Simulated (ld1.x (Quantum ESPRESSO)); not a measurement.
**How hard is this magnesium (Mg) ultrasoft potential?**

```
Element                 : magnesium (Mg)
Generator               : ld1.x (Quantum ESPRESSO) 7.5
Type                    : ultrasoft
Functional              : LDA (PZ)
Relativity              : scalar-relativistic
Frozen core             : [Ne]
Valence charge          : 2
Reference configuration : 3s2 3p0
Partial waves           : 3s (bound): rcut 1.90, rcutus 2.05 bohr; 3s channel at 4.8 Ry: rcut 1.90, rcutus 2.05 bohr; 3p (bound, empty): rcut 3.05, rcutus 3.70 bohr; 3p channel at 3.3 Ry: rcut 3.05, rcutus 3.70 bohr
Local potential         : all-electron potential smoothed inside 1.55 bohr (lloc = -2)
Core correction         : none
Augmentation charge     : PSQ, inside the norm-conserving radii
```

The pseudo-atom Hamiltonian at the reference potential is diagonalised in spherical Bessel functions j_l(qr) that vanish at 20 bohr, with q² up to the cutoff. All-electron valence levels (Ry): 3s -0.3519, 3p -0.1012.

How do the lowest levels (Ry) of each channel move with the cutoff, and are there ghosts?

```tsv
cutoff (Ry)	s #1	p #1	d #1	d #2	f #1	Σ f·Δε (mRy)
8	-0.3514	-0.1012	0.0551	0.1350	0.1095	1.0
10	-0.3518	-0.1012	0.0551	0.1350	0.1095	0.2
12	-0.3518	-0.1012	0.0551	0.1350	0.1095	0.1
15	-0.3518	-0.1012	0.0551	0.1350	0.1095	0.1
400	-0.3519	-0.1012	0.0551	0.1350	0.1095	0.0
```

Result: no extra level below or beside the all-electron valence levels (s, p, d, f tested); 10 mRy is reached at 6 Ry and 1 mRy at 10 Ry.

Test run stopped at test 4 of 7 (negative rho).
